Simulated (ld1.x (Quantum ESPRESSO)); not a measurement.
**Before and after: TM potential for iron (Fe)**

ld1.x (Quantum ESPRESSO) 7.5 input, shortened:

```
&input
   title='Fe', zed=26., rel=1, dft='PZ', iswitch=3,
   config='[Ar] 3d6 4s1 4p1'
 /
 &inputp
   pseudotype=2, tm=.true., lloc=2,
   nlcc=.false.
 /
3
3S  1  0   2.00   0.00  0.80  0.80  0.0
3P  2  1   6.00   0.00  0.75  0.75  0.0
3D  3  2   6.00   0.00  1.10  1.10  0.0
 &test
   configts(1)='3s2 3p6 3d6 4s1 4p1'
 /
```

Occupied shells without a wave of their own: 4p, 4s. They enter only through the test configuration that unscreens the potential.

Change: all radii scaled by about 0.85 (s 0.68, p 0.64, d 0.94 bohr).

Cutoffs: the cutoffs (Ry, on a coarse ladder) from which the occupation-weighted sum of valence levels, in a spherical-Bessel basis at the reference potential, stays within 10 and 1 mRy of its value at 400 Ry; they do not see the model core or the augmentation charge, which bear on the density cutoff. Errors are all-electron minus pseudo energies relative to the spin-unpolarised reference configuration.

**Question.** How do hardness, ghosts and transferability respond?

**Answer.** The miss of the reference levels goes from 0.09 to 0.31 eV; of the 9 tests that both files solve, the error grows in 8 and shrinks in 1 by more than 15 % and 0.3 meV (median size 114.5 → 397.9 meV); neither file shows a bound ghost.

| quantity | base | changed |
| --- | --- | --- |
| cutoff, loose | 200 Ry | 300 Ry |
| cutoff, tight | over 300 Ry | over 300 Ry |
| loose cutoff by channel (10 mRy a level) | s 180 Ry, p 100 Ry, d 140 Ry | s 180 Ry, p 230 Ry, d 180 Ry |
| bound ghosts | none | none |
| largest miss of a reference level, eV | 0.09 | 0.31 |
| error for 3s2 3p6 3d6 4s2 4p0, meV [ΔE -4.18 eV] | +95 | +278 |
| error for 3s2 3p6 3d6 4s1 4p0, meV [ΔE 4.80 eV] | +28 | -1.3 |
| error for 3s2 3p6 3d6 4s0 4p0, meV [ΔE 21.30 eV] | -97 | -492 |
| error for 3s2 3p6 3d6 4s0 4p2, meV [ΔE 4.44 eV] | -118 | -335 |
| error for 3s2 3p6 3d6 4s0 4p1, meV [ΔE 9.94 eV] | -114 | -398 |
| error for 3s2 3p6 3d7 4s1 4p0, meV [ΔE -5.01 eV] | +10.0 | +18 |
| error for 3s1 3p6 3d6 4s2 4p0, meV [ΔE 97.22 eV] | +209 | +635 |
| error for 3s2 3p6 3d6 4s1 4p1 (spin-polarised), meV [ΔE -4.59 eV] | +421 | +490 |
| error for 3s2 3p6 3d6 4s2 4p0 (spin-polarised), meV [ΔE -7.57 eV] | +488 | +696 |

Base: The 4p, 4s levels have no wave, so the channel is fitted at the deeper level alone: the likely source of the large errors. Changed file: The 4p, 4s levels have no wave, so the channel is fitted at the deeper level alone: the likely source of the large errors.
